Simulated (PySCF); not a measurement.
Nickel: a sound run and one with changed settings

Sound run: Ni [Ar] 3d8 4s2, Ni⁺ [Ar] 3d9. Calculation: PySCF 2.14, in Sapporo-DKH3-DZP-2012 (6s4p3d1f, 40 functions); scalar relativity by spin-free X2C-1e. In the sound run the correlated levels freeze [Ar]. The sound run starts from symmetry-adapted Hartree-Fock orbitals and uses a fine grid where one is needed.

Changed run: all electrons correlated in a basis built for the valence shell.

```tsv
species	method	sound run (hartree)	changed run (hartree)	converged
Ni	MP2	-1519.32764	-1519.58955	yes
Ni⁺	MP2	-1519.07306	-1519.35129	yes
```

Ionisation energy of Ni:

```csv
method,sound run (eV),changed run (eV)
UHF,8.188,8.188
MP2,6.927,6.483
SCS-MP2,7.158,6.820
```

A valence basis has no tight correlating functions, so it recovers only part of the core correlation, and not evenly between atom and ion.

For comparison, NIST gives 7.640 eV between the lowest levels.
